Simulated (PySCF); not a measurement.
HNSi, SMILES [SiH]#N.

The structure is a stationary point at B3LYP-D3(BJ)/def2-TZVPD.

Two levels are set side by side: PBE/def2-TZVPD (PySCF) and ωB97X/def2-TZVPD (PySCF). Same geometry, gas phase. Differences are taken from unrounded values.

| quantity | ωB97X | PBE | PBE minus ωB97X |
|---|---|---|---|
| orbital gap (eV) | 9.88 | 3.60 | -6.28 |
| highest occupied level (eV) | -10.05 | -6.73 | 3.33 |
| lowest empty level (eV) | -0.17 | -3.12 | -2.95 |
| dipole moment (D) | 5.19 | 4.35 | -0.83 |
| mean polarisability (bohr³) | 39.7 | 40.4 | 0.7 |

Without exact exchange PBE keeps part of each electron's self-repulsion, which lifts occupied levels and narrows the gap. Differences between two approximate levels are no errors against the true value.

Rough cost on one machine, each run with all the roots and properties that it gave: ωB97X against PBE within a factor of 2.
